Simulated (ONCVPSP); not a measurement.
Ranking ONCV potentials for hydrogen (H)

All share these settings but for the change named:

H (Z = 1), optimised norm-conserving Vanderbilt (ONCV), made with ONCVPSP 4.0.1 (LDA (Perdew-Wang 92), scalar-relativistic). Core none, reference 1s1. Waves: 1s: rc 1.25 bohr, ncon 3, nbas 6, qcut 4.3 1/bohr, 2 projectors, debl 3.3 Ha; p scattering state at 0.38 Ha: rc 1.05 bohr, ncon 4, nbas 7, qcut 7.4 1/bohr, 1 projector. Local part: polynomial inside 0.70 bohr (lpopt 5, dvloc0 0 Ha). Core correction: none.

Cutoff: the first of the cutoffs (Ha) at which the residual kinetic energy of the hardest occupied pseudo-wave falls to 1 and 0.1 mHa per electron; the density cutoff is not measured.

The base gives 11 Ha.

Of 10 variants that were run, those that failed, showed a ghost or another fault, or gave nearly equal values are left out.

A variant can come out equal or close to the base.

Task: Rank these variants from softest to hardest (loose cutoff).
A. s: rc 1.52
B. s: rc 1.06
C. s: rc 1.2
D. s: rc 1.7
E. s: rc 0.88

Result: D (7 Ha), A (8 Ha), C (12 Ha), B (23 Ha), E (35 Ha).
